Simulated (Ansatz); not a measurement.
`Cl[SiH]1C[Te]1` + `B[SiH2][SiH3]` → `C1[SiH2][Te]1` + `[SiH3][SiH2]BCl` at 600 K and 1 bar (redistribution).

Gas-phase electronic energies from Ansatz, PBE0-D4/def2-TZVP geometries. CCSD(T)/CBS is the MP2 limit (def2-TZVPP, def2-QZVPP) plus CCSD(T) − MP2 in def2-TZVPP, frozen cores. Elements past krypton have def2 core potentials. For Te outer-core shells are correlated without core-valence functions, which leaves a few kJ/mol of doubt a bond. One conformer a species, not always the lowest.

| species | CCSD(T)/CBS energy (Eh) | H − E (kJ/mol) | S (J/(mol·K)) |
| --- | --- | --- | --- |
| `Cl[SiH]1C[Te]1` | -1056.49257 | 145.6 | 402.5 |
| `B[SiH2][SiH3]` | -607.10947 | 221.6 | 424.2 |
| `C1[SiH2][Te]1` | -597.25809 | 155.4 | 361.7 |
| `[SiH3][SiH2]BCl` | -1066.34562 | 210.4 | 465.4 |

H − E and S are ideal-gas, rigid-rotor, harmonic terms from PBE0-D4/def2-TZVP, for one conformer and one mirror image of each species. 1 Eh = 2625.50 kJ/mol, R = 8.31446 J/(mol·K).

Task: By hand: ΔE, ΔH, ΔS and ΔG.

Result: ΔE = (-597.25809) + (-1066.34562) − (-1056.49257) − (-607.10947) = -0.00167 Eh = -4.4 kJ/mol. Δ(H − E) = 155.4 + 210.4 − 145.6 − 221.6 = -1.4, so ΔH = -5.8 kJ/mol. ΔS = 361.7 + 465.4 − 402.5 − 424.2 = 0.4 J/(mol·K). ΔG = -5.8 − 600 × (0.4)/1000 = -6.0 kJ/mol.

Task: By hand: the equilibrium constant, and the temperature at which ΔG would vanish if ΔH and ΔS stayed fixed.

Result: log₁₀ K = −ΔG/(RT ln 10) = 0.5. ΔH and −TΔS have one sign here, so there is no such temperature. One of them is within its doubt of zero, so this could turn.

The number of gas molecules stays the same, so ΔS is small and ΔH decides. A doubt of 5 kJ/mol in ΔE shifts log₁₀ K by 0.4 here. Other conformers and mirror images would add mixing entropy, several J/(mol·K) or more a flexible species. Modes under 60 cm⁻¹, often nearly free rotors, make the harmonic entropy too high. These are equilibria of isolated gas molecules and say nothing of rates. Largest T1 diagnostic: 0.014 (customary marks: 0.02 for closed shells, 0.045 for open ones).
